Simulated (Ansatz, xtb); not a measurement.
## C5H9O2P: which of two isomers lies lower

Structure X: `C=CC[P@](=O)(O)C=C`, a singlet. Structure Y: `CC(=O)P1(=O)CCC1`, a singlet. Both are isolated molecules in the gas phase, relaxed with PBE-D3(BJ)/def2-SVP; each stands in its lowest conformer found.

X (Å):

```xyz
17

C     2.7701    0.8738    0.6409
C     2.5474   -0.0690   -0.2928
C     1.4527   -1.0909   -0.2344
C    -0.5642    0.8190   -1.2084
C    -1.8972    0.9743   -1.1197
O    -0.9330   -1.9136   -1.5530
O     1.0737   -0.6730   -2.8285
P     0.1221   -0.8401   -1.4782
H     2.1545    0.9382    1.5539
H     3.5813    1.6096    0.5292
H     3.1767   -0.0989   -1.1989
H     1.8269   -2.1163   -0.4449
H     0.9460   -1.1112    0.7524
H     0.5012   -0.7180   -3.6200
H     0.1357    1.6692   -1.1395
H    -2.5580    0.0932   -1.1911
H    -2.3617    1.9641   -0.9790
```

Y (Å):

```xyz
17

C    -0.5429   -2.3769    1.1490
C     0.0558   -1.0243    0.8811
C    -0.3393    1.0584   -1.2089
C     1.0355    1.6176   -0.7448
C     1.9064    0.3538   -0.9931
O     0.3511   -0.2022    1.7300
O     0.0485   -1.8542   -1.8674
P     0.3446   -0.6617   -0.9821
H    -1.5391   -2.4387    0.6608
H    -0.6289   -2.5602    2.2360
H     0.0677   -3.1577    0.6495
H    -0.5281    1.2182   -2.2903
H    -1.2392    1.3451   -0.6320
H     1.0077    1.8501    0.3363
H     1.3702    2.5188   -1.2964
H     2.6862    0.1102   -0.2467
H     2.3426    0.3201   -2.0122
```

Quicker runs give these differences E(Y) − E(X): GFN2-xTB −0.6 kcal/mol; HF/STO-3G −46.1 kcal/mol (at GFN2-xTB geometries); r2SCAN-D4/def2-SVP +1.0 kcal/mol (at GFN2-xTB geometries).

Problem. Estimate which is lower in electronic energy at CCSD(T)/def2-SVP + ΔMP2/def2-TZVPP, and by roughly how much.

Solution. The CCSD(T)/def2-SVP + ΔMP2/def2-TZVPP calculation puts structure X lower, by 14.5 kcal/mol.

The same difference at several levels:

```json
{"level": "GFN2-xTB", "geometry": "GFN2-xTB", "E(Y) − E(X) (kcal/mol)": "−0.6", "departure from the last row (kcal/mol)": "−15.1", "job, with rough time for the two": "optimisation, 0.64 s"}
{"level": "HF/STO-3G", "geometry": "GFN2-xTB", "E(Y) − E(X) (kcal/mol)": "−46.1", "departure from the last row (kcal/mol)": "−60.7", "job, with rough time for the two": "single point, 1.6 s"}
{"level": "r2SCAN-D4/def2-SVP", "geometry": "GFN2-xTB", "E(Y) − E(X) (kcal/mol)": "+1.0", "departure from the last row (kcal/mol)": "−13.5", "job, with rough time for the two": "single point, 8.7 s"}
{"level": "PBE-D3(BJ)/def2-SVP", "geometry": "PBE-D3(BJ)/def2-SVP", "E(Y) − E(X) (kcal/mol)": "−2.3", "departure from the last row (kcal/mol)": "−16.8", "job, with rough time for the two": "optimisation, 2.8 min"}
{"level": "HF/def2-SVP", "geometry": "PBE-D3(BJ)/def2-SVP", "E(Y) − E(X) (kcal/mol)": "+13.6", "departure from the last row (kcal/mol)": "−0.9", "job, with rough time for the two": "part of the CCSD(T) run"}
{"level": "MP2/def2-SVP", "geometry": "PBE-D3(BJ)/def2-SVP", "E(Y) − E(X) (kcal/mol)": "+4.6", "departure from the last row (kcal/mol)": "−9.9", "job, with rough time for the two": "part of the CCSD(T) run"}
{"level": "CCSD(T)/def2-SVP", "geometry": "PBE-D3(BJ)/def2-SVP", "E(Y) − E(X) (kcal/mol)": "+6.4", "departure from the last row (kcal/mol)": "−8.1", "job, with rough time for the two": "single point"}
{"level": "CCSD(T)/def2-SVP + ΔMP2/def2-TZVPP", "geometry": "PBE-D3(BJ)/def2-SVP", "E(Y) − E(X) (kcal/mol)": "+14.5", "departure from the last row (kcal/mol)": "", "job, with rough time for the two": "single point, 3.9 min"}
```

As drawn, Y has 2 C–C, 1 C=O, 1 C–P, 1 C–H in place of 2 C=C, 1 O–P, 1 O–H. Structure X has no ring, Y a 4-membered ring.

GFN2-xTB, HF/STO-3G, PBE-D3(BJ)/def2-SVP put the two in the other order. The largest departure from CCSD(T)/def2-SVP + ΔMP2/def2-TZVPP is that of HF/STO-3G, 60.7 kcal/mol. The last row adds to CCSD(T) the change of the MP2 difference between the two basis sets, here +8.1 kcal/mol, a large step that makes the value less sure.

With thermal terms from frequencies at re-optimised GFN2-xTB minima (ideal gas, soft modes damped towards free rotors, one conformer each, 298.15 K, 1 atm): on the last row, ΔE + ΔZPE = +16.5, ΔH = +15.9, ΔG = +17.1 kcal/mol.

The correlated steps freeze 12 core orbitals. Mirror images aren't counted in ΔG. Run with Ansatz 0.2.0, xtb 6.7.1; the last row on 2 threads of Intel(R) Xeon(R) Processor @ 2.70GHz on a shared host.
